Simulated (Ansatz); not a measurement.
C$_{2}$H$_{4}$O$_{2}$, charge +1, doublet, at a GFN2-xTB geometry (a state made from the parent by changing its charge; the spin is typed, not shown lowest). Base run: PBE0/def2-SVP (Ansatz, a quantum-chemistry and plane-wave program).

Here is a job for Ansatz.
Ansatz 0.2 input:
```yaml
crystal:
  periodic: [false, false, false]
  atoms:
    - {symbol: C, position_ang: [-1.42721550, -0.34477446, -0.06284575]}
    - {symbol: O, position_ang: [-0.10832509, -0.80332889, 0.05979256]}
    - {symbol: C, position_ang: [0.88366296, 0.03530489, -0.04001311]}
    - {symbol: O, position_ang: [0.96130834, 1.20784457, 0.09580546]}
    - {symbol: H, position_ang: [-1.80525534, -0.41698392, -1.09967017]}
    - {symbol: H, position_ang: [-2.03450360, -1.08161068, 0.49162085]}
    - {symbol: H, position_ang: [-1.53507051, 0.69186288, 0.28101196]}
    - {symbol: H, position_ang: [1.81227857, -0.57257630, -0.30059372]}
basis:
  gaussian:
    orbitals: def2-SVP
hamiltonian:
  xc: pbe0
total_charge: 1
magnetization: {spin_polarized: true, initial_magnetization: 1}
```

Each row names what was changed in the base input (with any setting that the change needs).

```json
[
 {"change": "base", "E (Eh)": "-228.23469", "SCF-reference <S^2>": "0.758", "core-seconds (rough)": "4"},
 {"change": "functional = r2scan", "E (Eh)": "-228.36816", "SCF-reference <S^2>": "0.758", "core-seconds (rough)": "7"},
 {"change": "functional = PBE-QIDH", "E (Eh)": "-228.13145", "SCF-reference <S^2>": "0.762", "core-seconds (rough)": "5"},
 {"change": "functional = BHLYP", "E (Eh)": "-228.35992", "SCF-reference <S^2>": "0.759", "core-seconds (rough)": "5"},
 {"change": "functional = lc_wpbe", "E (Eh)": "-228.34339", "SCF-reference <S^2>": "0.757", "core-seconds (rough)": "9"},
 {"change": "functional = pbe0; dispersion = d4", "E (Eh)": "-228.23722", "SCF-reference <S^2>": "0.758", "core-seconds (rough)": "3"},
 {"change": "functional = b3lyp", "E (Eh)": "-228.48840", "SCF-reference <S^2>": "0.758", "core-seconds (rough)": "3"},
 {"change": "functional = PBE0-DH", "E (Eh)": "-228.20473", "SCF-reference <S^2>": "0.760", "core-seconds (rough)": "6"},
 {"change": "functional = B2GP-PLYP", "E (Eh)": "-228.20590", "SCF-reference <S^2>": "0.761", "core-seconds (rough)": "5"},
 {"change": "functional = pbe0; dispersion = d3bj", "E (Eh)": "-228.23803", "SCF-reference <S^2>": "0.758", "core-seconds (rough)": "4"},
 {"change": "functional = cam_b3lyp", "E (Eh)": "-228.38916", "SCF-reference <S^2>": "0.757", "core-seconds (rough)": "8"},
 {"change": "functional = SVWN5", "E (Eh)": "-226.69893", "SCF-reference <S^2>": "0.752", "core-seconds (rough)": "2"},
 {"change": "functional = wB97X-V", "E (Eh)": "-228.40859", "SCF-reference <S^2>": "0.757", "core-seconds (rough)": "20"}
]
```

Total energies compare only within one method and basis.
